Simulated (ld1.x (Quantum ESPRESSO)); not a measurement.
**LDA (PZ) TM dataset for Ti (Z = 22), scalar-relativistic all-electron reference.**

ld1.x (Quantum ESPRESSO) 7.5 was run on this input:

```
&input
   title='Ti', zed=22., rel=1, dft='PZ', iswitch=3,
   config='[Ar] 3d2 4s1.75 4p0.25',
   nld=3, rlderiv=3.50, eminld=-2.0, emaxld=5.0, deld=0.02
 /
 &inputp
   pseudotype=2, tm=.true., lloc=0,
   nlcc=.true.,
   file_pseudopw='Ti.UPF', file_wfcaegen='ae.wfc', file_wfcncgen='nc.wfc', file_beta='beta', file_chi='chi'
 /
3
4P  2  1   0.25   0.00  3.20  3.20  0.0
3D  3  2   2.00   0.00  2.15  2.15  0.0
4S  1  0   1.75   0.00  2.10  2.10  0.0
 &test
   configts(1)='3d2 4s1.75 4p0.25'
 /
```

Command:

```bash
ld1.x < Ti.in > Ti.out
```

Output (shortened: banner, matrices, multipoles, cross overlaps and the repeated all-electron block are left out):

```
Program LD1 v.7.5
     --------------------------- All-electron run ----------------------------

     Ti
     scalar relativistic calculation

     atomic number is 22.00
     dft =PZ   lsd =0 sic =0 latt =0  beta=0.20 tr2=1.0E-14
     Exchange-correlation= PZ
                           (   1   1   0   0   0   0   0)
     mesh =1177 r(mesh) = 100.37945 a.u. xmin = -7.00 dx = 0.01250
     1 Ry =  13.60569312 eV, c = 137.03599908

     n l     nl                  e(Ry)          e(Ha)          e(eV)
     1 0     1S 1( 2.00)      -356.9414      -178.4707     -4856.4355
     2 0     2S 1( 2.00)       -39.3816       -19.6908      -535.8142
     2 1     2P 1( 6.00)       -32.6571       -16.3286      -444.3227
     3 0     3S 1( 2.00)        -4.6017        -2.3009       -62.6098
     3 1     3P 1( 6.00)        -2.8762        -1.4381       -39.1325
     3 2     3D 1( 2.00)        -0.3517        -0.1758        -4.7847
     4 0     4S 1( 1.75)        -0.3535        -0.1767        -4.8090
     4 1     4P 1( 0.25)        -0.1260        -0.0630        -1.7137

     final scf error:  1.9E-15 reached in  33 iterations

     Etot =   -1703.386716 Ry,    -851.693358 Ha,  -23175.756927 eV

     Ekin =    1716.763341 Ry,     858.381670 Ha,   23357.755181 eV
     Encl =   -4052.958713 Ry,   -2026.479357 Ha,  -55143.312493 eV
     Eh   =     712.854624 Ry,     356.427312 Ha,    9698.881255 eV
     Exc  =     -80.045967 Ry,     -40.022984 Ha,   -1089.080869 eV

     normalization and overlap integrals

     s(1S/1S) =  1.000000  <r> =   0.0697  <r2> =    0.0065  r(max) =   0.0455
     s(2S/2S) =  1.000000  <r> =   0.3259  <r2> =    0.1256  r(max) =   0.2682
     s(2P/2P) =  1.000000  <r> =   0.2904  <r2> =    0.1040  r(max) =   0.2196
     s(3S/3S) =  1.000000  <r> =   1.0090  <r2> =    1.1762  r(max) =   0.8685
     s(3P/3P) =  1.000000  <r> =   1.0877  <r2> =    1.3971  r(max) =   0.9016
     s(3D/3D) =  1.000000  <r> =   1.6005  <r2> =    3.4753  r(max) =   0.9719
     s(4S/4S) =  1.000000  <r> =   3.4643  <r2> =   13.8516  r(max) =   2.8834
     s(4P/4P) =  1.000000  <r> =   4.7492  <r2> =   26.5270  r(max) =   3.7960

     ------------------------ End of All-electron run ------------------------

     --------------------- Generating NC pseudopotential ---------------------

      Generating local pot.: lloc=0, matching radius rcloc =   2.1000

      Computing core charge for nlcc:

       r > 1.73 : true rho core
       r < 1.73 : rho core = a sin(br)/r    a=   2.41  b=   1.56

      Integrated core pseudo-charge :   3.47

      Wfc   4P  rcut= 3.187  Using Troullier-Martins method

      Wfc   3D  rcut= 2.136  Using Troullier-Martins method

     ------------------- End of pseudopotential generation -------------------

     Computing logarithmic derivative in   3.49987
     Computing logarithmic derivative in   3.49987
     Computing the partial wave expansion
       no projector for channel:   0
     R is outside the sphere for l=    1 j= 0.00
     R is outside the sphere for l=    2 j= 0.00

     ---------------------- Testing the pseudopotential ----------------------

     Ti
     scalar relativistic calculation

     atomic number is 22.00   valence charge is  4.00
     dft =PZ   lsd =0 sic =0 latt =0  beta=0.20 tr2=1.0E-14
     mesh =1177 r(mesh) = 100.37945 xmin = -7.00 dx = 0.01250

     n l     nl             e AE (Ry)        e PS (Ry)    De AE-PS (Ry)
     3 2     3D   1( 2.00)       -0.35167       -0.35167        0.00000
     1 0     4S   1( 1.75)       -0.35346       -0.35345       -0.00000
     2 1     4P   1( 0.25)       -0.12595       -0.12595       -0.00000

     eps = 9.3E-15  iter = 10

     Etot =   -1703.386716 Ry,    -851.693358 Ha,  -23175.756927 eV
     Etotps =    -9.635427 Ry,      -4.817713 Ha,    -131.096659 eV

     Ekin =      11.652252 Ry,       5.826126 Ha,     158.536965 eV
     Encl =      -9.226485 Ry,      -4.613242 Ha,    -125.532717 eV
     Ehrt =       5.749495 Ry,       2.874747 Ha,      78.225863 eV
     Ecxc =      -5.637066 Ry,      -2.818533 Ha,     -76.696191 eV
     (Ecc =      -2.847188 Ry,      -1.423594 Ha,     -38.737961 eV)
     Epseu=     -12.173623 Ry,      -6.086812 Ha,    -165.630580 eV

     ---------------------- End of pseudopotential test ----------------------
```

Generation and configuration tests took about 3.5 s on one core of a shared server CPU.

Transferability test of the new file with ld1.x, input:

```
&input
   title='Ti', zed=22., rel=1, dft='PZ', iswitch=2,
   config='[Ar] 3d2 4s1.75 4p0.25'
 /
 &test
   file_pseudo='Ti.UPF', nconf=10,
   configts(1)='3d2 4s1.75 4p0.25',
   configts(2)='3d2 4s2 4p0',
   configts(3)='3d2 4s1 4p0',
   configts(4)='3d2 4s0 4p0',
   configts(5)='3d3 4s1 4p0',
   configts(6)='3d2 4s0 4p1',
   configts(7)='3d3 4s0 4p0',
   configts(8)='3d2 4s0 4p2',
   configts(9)='3d2 4s1.75 4p0.25', lsdts(9)=1,
   configts(10)='3d2 4s2 4p0', lsdts(10)=1
 /
```

```bash
ld1.x < Ti.test.in > Ti.test.out
```

Pseudopotential blocks of its output, shortened (energy terms left out):

```
     ---------------------- Testing the pseudopotential ----------------------

     n l     nl             e AE (Ry)        e PS (Ry)    De AE-PS (Ry)
     3 2     3D   1( 2.00)       -0.35167       -0.35167        0.00000
     1 0     4S   1( 1.75)       -0.35346       -0.35345       -0.00000
     2 1     4P   1( 0.25)       -0.12595       -0.12595       -0.00000

     eps = 9.5E-15  iter = 10

     Etot =   -1703.386716 Ry,    -851.693358 Ha,  -23175.756927 eV
     Etotps =    -9.635427 Ry,      -4.817713 Ha,    -131.096659 eV

     ---------------------- End of pseudopotential test ----------------------

          ---------------------- Testing the pseudopotential ----------------------

     n l     nl             e AE (Ry)        e PS (Ry)    De AE-PS (Ry)
     3 2     3D   1( 2.00)       -0.32801       -0.32737       -0.00064
     1 0     4S   1( 2.00)       -0.33810       -0.33815        0.00005
     2 1     4P   1( 0.00)       -0.11313       -0.11321        0.00008

     eps = 9.8E-15  iter = 12

     Etot =   -1703.443259 Ry,    -851.721630 Ha,  -23176.526240 eV
     Etotps =    -9.691965 Ry,      -4.845982 Ha,    -131.865898 eV
     dEtot_ae =      -0.056544 Ry
     dEtot_ps =      -0.056538 Ry,   Delta E=      -0.000006 Ry

     ---------------------- End of pseudopotential test ----------------------

          ---------------------- Testing the pseudopotential ----------------------

     n l     nl             e AE (Ry)        e PS (Ry)    De AE-PS (Ry)
     3 2     3D   1( 2.00)       -0.85556       -0.85457       -0.00100
     1 0     4S   1( 1.00)       -0.77914       -0.77928        0.00014
     2 1     4P   1( 0.00)       -0.49809       -0.49817        0.00007

     eps = 7.7E-15  iter =  7

     Etot =   -1702.889395 Ry,    -851.444697 Ha,  -23168.990524 eV
     Etotps =    -9.138061 Ry,      -4.569030 Ha,    -124.329649 eV
     dEtot_ae =       0.497321 Ry
     dEtot_ps =       0.497366 Ry,   Delta E=      -0.000045 Ry

     ---------------------- End of pseudopotential test ----------------------

          ---------------------- Testing the pseudopotential ----------------------

     n l     nl             e AE (Ry)        e PS (Ry)    De AE-PS (Ry)
     3 2     3D   1( 2.00)       -1.46451       -1.47252        0.00802  !
     1 0     4S   1( 0.00)       -1.24472       -1.25054        0.00583  !
     2 1     4P   1( 0.00)       -0.90742       -0.91023        0.00282

     eps = 4.7E-18  iter =  7

     Etot =   -1701.875119 Ry,    -850.937560 Ha,  -23155.190608 eV
     Etotps =    -8.121909 Ry,      -4.060955 Ha,    -110.504202 eV
     dEtot_ae =       1.511597 Ry
     dEtot_ps =       1.513518 Ry,   Delta E=      -0.001921 Ry

     ---------------------- End of pseudopotential test ----------------------

          ---------------------- Testing the pseudopotential ----------------------

     n l     nl             e AE (Ry)        e PS (Ry)    De AE-PS (Ry)
     3 2     3D   1( 3.00)       -0.15355       -0.14419       -0.00936  !
     1 0     4S   1( 1.00)       -0.28524       -0.28945        0.00421
     2 1     4P   1( 0.00)       -0.08777       -0.09222        0.00445

     eps = 7.6E-15  iter = 10

     Etot =   -1703.365379 Ry,    -851.682689 Ha,  -23175.466620 eV
     Etotps =    -9.605861 Ry,      -4.802930 Ha,    -130.694393 eV
     dEtot_ae =       0.021337 Ry
     dEtot_ps =       0.029566 Ry,   Delta E=      -0.008229 Ry

     ---------------------- End of pseudopotential test ----------------------

          ---------------------- Testing the pseudopotential ----------------------

     n l     nl             e AE (Ry)        e PS (Ry)    De AE-PS (Ry)
     3 2     3D   1( 2.00)       -0.93596       -0.94454        0.00858  !
     1 0     4S   1( 0.00)       -0.82825       -0.82998        0.00172
     2 1     4P   1( 1.00)       -0.54301       -0.54332        0.00031

     eps = 2.8E-15  iter = 13

     Etot =   -1702.606567 Ry,    -851.303284 Ha,  -23165.142465 eV
     Etotps =    -8.854545 Ry,      -4.427272 Ha,    -120.472217 eV
     dEtot_ae =       0.780149 Ry
     dEtot_ps =       0.780882 Ry,   Delta E=      -0.000734 Ry

     ---------------------- End of pseudopotential test ----------------------

          ---------------------- Testing the pseudopotential ----------------------

     n l     nl             e AE (Ry)        e PS (Ry)    De AE-PS (Ry)
     3 2     3D   1( 3.00)       -0.60855       -0.58949       -0.01906  !
     1 0     4S   1( 0.00)       -0.67631       -0.67895        0.00263
     2 1     4P   1( 0.00)       -0.42014       -0.42691        0.00677  !

     eps = 6.0E-15  iter = 10

     Etot =   -1702.887723 Ry,    -851.443862 Ha,  -23168.967782 eV
     Etotps =    -9.124657 Ry,      -4.562328 Ha,    -124.147278 eV
     dEtot_ae =       0.498993 Ry
     dEtot_ps =       0.510770 Ry,   Delta E=      -0.011777 Ry

     ---------------------- End of pseudopotential test ----------------------

          ---------------------- Testing the pseudopotential ----------------------

     n l     nl             e AE (Ry)        e PS (Ry)    De AE-PS (Ry)
     3 2     3D   1( 2.00)       -0.49999       -0.50957        0.00958  !
     1 0     4S   1( 0.00)       -0.44321       -0.44411        0.00090
     2 1     4P   1( 2.00)       -0.19514       -0.19500       -0.00014

     eps = 7.2E-15  iter =  7

     Etot =   -1702.970355 Ry,    -851.485178 Ha,  -23170.092051 eV
     Etotps =    -9.218375 Ry,      -4.609187 Ha,    -125.422376 eV
     dEtot_ae =       0.416361 Ry
     dEtot_ps =       0.417052 Ry,   Delta E=      -0.000691 Ry

     ---------------------- End of pseudopotential test ----------------------

          ---------------------- Testing the pseudopotential ----------------------

     n l     nl             e AE (Ry)        e PS (Ry)    De AE-PS (Ry)
     3 2     3D   1( 2.00)       -0.39016       -0.40703        0.01687  !
     1 0     4S   1( 1.00)       -0.37387       -0.37317       -0.00070
     2 1     4P   1( 0.25)       -0.13815       -0.13755       -0.00060
     3 2     3D   2( 0.00)       -0.28410       -0.24080       -0.04330  !
     1 0     4S   2( 0.75)       -0.32076       -0.31791       -0.00285
     2 1     4P   2( 0.00)       -0.10689       -0.10653       -0.00036

     eps = 9.6E-16  iter = 12

     Etot =   -1703.444918 Ry,    -851.722459 Ha,  -23176.548808 eV
     Etotps =    -9.724119 Ry,      -4.862060 Ha,    -132.303384 eV
     dEtot_ae =      -0.058202 Ry
     dEtot_ps =      -0.088693 Ry,   Delta E=       0.030490 Ry

     ---------------------- End of pseudopotential test ----------------------

          ---------------------- Testing the pseudopotential ----------------------

     n l     nl             e AE (Ry)        e PS (Ry)    De AE-PS (Ry)
     3 2     3D   1( 2.00)       -0.36504       -0.38134        0.01630  !
     1 0     4S   1( 1.00)       -0.35225       -0.35170       -0.00055
     2 1     4P   1( 0.00)       -0.11993       -0.11947       -0.00047
     3 2     3D   2( 0.00)       -0.26671       -0.22400       -0.04270  !
     1 0     4S   2( 1.00)       -0.31811       -0.31555       -0.00257
     2 1     4P   2( 0.00)       -0.10441       -0.10428       -0.00014

     eps = 9.2E-16  iter =  9

     Etot =   -1703.492534 Ry,    -851.746267 Ha,  -23177.196651 eV
     Etotps =    -9.771193 Ry,      -4.885596 Ha,    -132.943850 eV
     dEtot_ae =      -0.105818 Ry
     dEtot_ps =      -0.135766 Ry,   Delta E=       0.029948 Ry

     ---------------------- End of pseudopotential test ----------------------
```
